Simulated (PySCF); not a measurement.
C₄H₇FO₂.
SMILES: `COC(=CF)OC`

Level of theory: TDDFT PBE0/def2-SVPD, vertical, gas phase, core orbitals frozen in the response in PySCF. Geometry: GFN2-xTB, one conformer, isolated molecule. Torsions of this conformer, `[CH3:1][O:2][C:3](=[CH:4][F:5])[O:6][CH3:7]`: C1–O2–C3–C4 0°, O2–C3–O6–C7 0°.

Computed singlets:

```csv
state,E (eV),f
S1,5.30,0.019
S2,6.08,0.0002
S3,6.36,0.0000
S4,6.52,0.0028
S5,6.82,0.287
S6,6.96,0.0000
S7,7.17,0.0005
S8,7.37,0.0068
```

Question: How much of the mean static polarisability do these states give, one by one?

Answer: Each state adds f / ΔE² (ΔE in hartree, 27.2114 eV).

```csv
state,f/ΔE² (au),running sum (au),running share of α (%)
S1,0.51,0.51,0.8
S2,0.00,0.51,0.9
S3,0.00,0.51,0.9
S4,0.05,0.56,0.9
S5,4.58,5.14,8.5
S6,0.00,5.14,8.6
S7,0.01,5.15,8.6
S8,0.09,5.24,8.7
```

The full response gives 60.10 au (8.91 Å³), so 54.9 au comes from the higher roots of the same equations.

Question: By how much does the contribution of these states grow at 532 nm?

Answer: With ω = 0.0856 hartree each state's term in the mean polarisability goes from f / ΔE² to f / (ΔE² − ω²); the sum over all 8 states goes from 5.24 to 5.99 au, a rise of 0.75 au.

The largest single term belongs to S5, which also has the largest f.

A one-level model with all 42 active electrons at a single energy would need ΔE = √(N/α) = 22.7 eV to give this α, against S1 at 5.30 eV.
